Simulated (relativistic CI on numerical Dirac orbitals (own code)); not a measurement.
# Cr²⁺ in a cubic cluster: 3p photoemission with charge transfer

Computed with a charge-transfer multiplet model of a cubic metal-ligand cluster with up to one ligand hole, Slater and spin-orbit integrals from Dirac-Coulomb-Breit ions, Slater integrals scaled by 0.7. The ground state mixes d4 with configurations of k ligand holes L, whose averages lie at kΔ + k(k − 1)U_dd/2; a core hole lowers each added d electron by U_cd. 300 K, Lorentzian 0.9 eV and Gaussian 0.8 eV FWHM.

Atomic integrals in eV (Slater integrals scaled, ζ unscaled), ground: F2dd 6.716, F4dd 4.172, zeta_d 0.027; with the core hole: F2dd 7.561, F4dd 4.735, zeta_d 0.032, zeta_core 0.680, F2cd 8.184, G1cd 10.165, G3cd 6.187.

Cluster parameters (eV): Δ = 5.4, U_dd = 6.4, U_cd = 8.2, 10Dq(ligand) = 1, V(eg) = 2.7, V(t2g) = -1.17, final-state hopping factor = 1.

```json
{"Case": "10Dq = 0.65 eV", "n_d": "4.28", "d4": "0.72", "d5L": "0.28", "S": "2.00"}
{"Case": "10Dq = 1.25 eV", "n_d": "4.27", "d4": "0.73", "d5L": "0.27", "S": "1.99"}
{"Case": "10Dq = 2.15 eV", "n_d": "4.27", "d4": "0.73", "d5L": "0.27", "S": "1.00"}
```

Weights, n_d and S are thermal averages at 300 K. Binding energies count from the first peak over 30 % of the highest in each spectrum, which can be another peak from case to case. The parameters are a model scan and need not match a compound or its usual spin state. Peaks in eV (height, largest 100):
- 10Dq = 0.65 eV: 0.0 (100), 2.8 (34), 6.3 (20), 9.8 (13), 13.4 (34), 16.3 (20), 27.4 (6)
- 10Dq = 1.25 eV: 0.0 (100), 2.8 (33), 4.3 (26), 6.5 (20), 9.3 (13), 13.5 (34), 16.5 (18), 27.5 (6)
- 10Dq = 2.15 eV: 0.0 (100), 3.7 (28), 6.6 (15), 11.7 (21)

For the case 10Dq = 1.25 eV, Δ = 5.4 eV is smaller than U_dd = 6.4 eV, the charge-transfer side of the Zaanen-Sawatzky-Allen scheme. With the core hole the average of the configuration with one ligand hole lies at Δ − U_cd = -2.8 eV before mixing: the effective hopping of about 4.9 eV (from the holes of the mixed ground state) is comparable with this gap or larger, so the configurations mix strongly. The thermal average of S changes within this range, from 2.0 to 1.0; a value between half-integers is an average over states of different spin.

With at most 1 ligand hole the space is cut while the next configuration still counts, so covalency is underestimated, and a final configuration with one more ligand hole, which can lie low, is missing from the spectra.
